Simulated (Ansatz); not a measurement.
H$_{4}$OPSb (`P[O][SbH2]`), relaxed with RKS PBE0-D4/def2-TZVP in Ansatz 0.2.0 from a PBE-D4/def2-SVP geometry. The force threshold is 0.005 eV/Å; the program also tests the step.

The species carries charge 0 and has multiplicity 1. Sb takes the def2 core potential.

Start:

```xyz
7

P    -0.216   -0.551    1.492
O     0.163    0.451    0.191
Sb   -0.947    0.159   -1.504
H     1.115   -1.036    1.817
H    -0.149    0.428    2.561
H    -0.143    1.488   -2.285
H     0.178   -0.939   -2.272
```

```csv
step,energy (eV),largest force (eV/Å),largest move (Å)
1,-17933.9943,1.066,0.000
2,-17934.0550,0.705,0.113
3,-17934.0757,0.351,0.046
4,-17934.0799,0.022,0.036
5,-17934.0800,0.035,0.030
6,-17934.0801,0.018,0.006
7,-17934.0802,0.002,0.015
8,-17934.0803,0.024,0.029
9,-17934.0803,0.015,0.006
10,-17934.0803,0.015,0.024
11,-17934.0804,0.011,0.005
12,-17934.0804,0.006,0.003
13,-17934.0804,0.002,0.003
```

End:

```xyz
7

P    -0.236   -0.514    1.506
O     0.163    0.336    0.161
Sb   -0.915    0.115   -1.491
H     1.038   -1.074    1.819
H    -0.079    0.515    2.481
H    -0.209    1.506   -2.195
H     0.238   -0.884   -2.282
```

Run time 32 s (2 threads of an AMD EPYC 7B13 on a shared host); peak host memory 0.34 GiB.
